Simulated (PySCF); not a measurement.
One of the candidates below gave these computed data.

All candidates are C4H7ClO2.

| technique | computed result |
| --- | --- |
| 1H NMR | chemical shifts (computed TMS as zero) by class: 3.94 (1 H), 3.61 (3 H), 1.65 (3 H) ppm [GIAO PBE0/pcSseg-1] |
| UV, first state | lowest singlet excitation: 4.87 eV (255 nm, f = 0.001) [TDDFT B3LYP/def2-SVPD] |
| Polarisability | 72.1 au [B3LYP/def2-SVPD] |
| NMR, other nuclei | isotropic shieldings of nuclei other than C and H, by class: -249 (1 O), 280 (1 O), 513 (1 Cl) ppm [GIAO PBE0/pcSseg-1] |
| Rotational structure | rotational constants A, B, C: 3.384, 1.487, 1.221 GHz [GFN2-xTB] |
| Triplet | lowest triplet excitation (Tamm–Dancoff): 4.41 eV [TDA B3LYP/def2-SVPD] |
| UV, strongest line | among the 8 lowest singlet transitions: S7 at 7.44 eV (167 nm, f = 0.161) [TDDFT B3LYP/def2-SVPD] |
| 13C NMR | chemical shifts (computed TMS as zero) by class: 184.5 (1 C), 87.9 (1 C), 59.6 (1 C), 22.4 (1 C) ppm [GIAO PBE0/pcSseg-1] |
| Dipole | 2.48 D [B3LYP/def2-SVPD] |

The electronic properties come from PySCF, for the isolated species, density fitting. Levels stand in brackets. Isolated species at its GFN2-xTB geometry (one conformer only). NMR classes are plain means over equivalent atoms (diastereotopic ones count apart unless rotation or inversion swaps them), as if these changed places fast.

Task: Which candidate is it?
A. `CO[C@H](C)C(=O)Cl`
B. `O=C(O)CCCCl`
C. `COC(=O)CCCl`
D. `COCCC(=O)Cl`

Result: A. It is `CO[C@H](C)C(=O)Cl`. Numbering: `[CH3:1][O:2][C@H:3]([CH3:4])[C:5](=[O:6])[Cl:7]`. Its formula, C4H7ClO2, gives 1 degree of unsaturation: 0 rings and 1 π bond in the structure found. 4 carbons fall into 4 classes; from least to most shielded: acyl halide carbon [C5] (184.5 ppm), sp3 carbon bound to oxygen [C3] (87.9 ppm), methoxy carbon [C1] (59.6 ppm), methyl carbon [C4] (22.4 ppm). Hydrogen classes from least to most shielded: 1 H on an sp3 carbon bound to oxygen, C3 (3.94 ppm), 3 H on a methoxy carbon, C1 (3.61 ppm, a mean of values up to 0.8 ppm apart in this geometry), 3 H on a methyl carbon, C4 (1.65 ppm). The other shieldings belong to: -249 ppm, carbonyl oxygen [O6]; 280 ppm, ether oxygen [O2]; 513 ppm, chlorine bonded to C [Cl7]. S1 is mainly HOMO→LUMO (weight 0.81); the largest Löwdin shares of the orbital it empties are 0.43 on the ether oxygen, 0.12 on the carbonyl oxygen, 0.09 on the chlorine bonded to C and 0.09 on the methoxy carbon, of the orbital it fills 0.40 on the acyl halide carbon, 0.33 on the carbonyl oxygen, 0.11 on the chlorine bonded to C and 0.06 on the sp3 carbon bound to oxygen. The optimised geometry has point group C1 and is an asymmetric top.

The others, at the same levels:
- `COC(=O)CCCl` fails: its computed 13C shifts are 178.4 (1 C), 54.0 (1 C), 45.0 (1 C), 41.1 (1 C) ppm, 1H shifts are 3.88 (3 H), 3.71 (2 H), 2.71 (2 H) ppm and rotational constant A is 8.513 GHz (against 3.384 GHz).
- `O=C(O)CCCCl` fails: its computed 13C shifts are 178.4 (1 C), 49.8 (1 C), 30.6 (1 C), 29.4 (1 C) ppm, 1H shifts are 6.21 (1 H), 3.87 (2 H), 2.77 (2 H), 1.90 (2 H) ppm and rotational constant A is 4.066 GHz (against 3.384 GHz).
- `COCCC(=O)Cl` fails: its computed 13C shifts are 182.5 (1 C), 71.7 (1 C), 61.6 (1 C), 50.3 (1 C) ppm, 1H shifts are 3.56 (3 H), 3.54 (2 H), 3.24 (2 H) ppm and lowest singlet excitation is 5.18 eV (240 nm, f = 0.000) (against 4.87 eV).

Each candidate is one conformer, not necessarily the lowest. The conformers computed, where there is a choice (atom-mapped SMILES and torsion angles):
- `[CH3:1][O:2][C@H:3]([CH3:4])[C:5](=[O:6])[Cl:7]`: C1–O2–C3–C4 -170°, O2–C3–C5–O6 11°
- `[CH3:1][O:2][C:3](=[O:4])[CH2:5][CH2:6][Cl:7]`: C1–O2–C3–O4 0°, O2–C3–C5–C6 180°, C3–C5–C6–Cl7 180°
- `[O:1]=[C:2]([OH:3])[CH2:4][CH2:5][CH2:6][Cl:7]`: O1–C2–C4–C5 4°, C2–C4–C5–C6 68°, C4–C5–C6–Cl7 64°, H–O3–C2–O1 -1°
- `[CH3:1][O:2][CH2:3][CH2:4][C:5](=[O:6])[Cl:7]`: C1–O2–C3–C4 180°, O2–C3–C4–C5 180°, C3–C4–C5–O6 0°
